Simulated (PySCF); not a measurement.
A structure optimised at B3LYP-D3(BJ)/def2-SVP, used in a PySCF frequency run:

```
Se
C 1 1.9918
H 2 1.1019 1 105.15
C 2 1.5240 3 109.77 1 121.46
H 4 1.0998 2 112.08 3 -56.12
H 4 1.1014 5 108.00 2 122.39
H 4 1.1045 5 107.44 6 116.51
C 2 1.5263 3 109.24 4 123.58
H 8 1.1004 2 111.69 3 56.09
H 8 1.1024 9 108.13 2 -122.46
H 8 1.1029 9 108.15 10 -116.23
C 1 1.9963 2 98.99 3 55.48
H 12 1.1017 1 104.27 2 -18.70
C 12 1.5264 13 109.89 3 -121.71
H 14 1.0990 12 111.90 13 57.66
H 14 1.1018 15 107.57 12 -121.87
H 14 1.1046 15 108.24 16 -116.25
C 12 1.5270 13 109.23 14 -123.51
H 18 1.0995 12 111.59 13 -54.57
H 18 1.1027 19 107.85 12 122.28
H 18 1.1037 19 108.51 20 116.01
```
Charge 0, spin multiplicity 1.

Write its SMILES and formula.

CC(C)[Se]C(C)C, C₆H₁₄Se

What are its rotational constants (standard atomic weights)?

2.8354, 1.1502, 0.95205 GHz
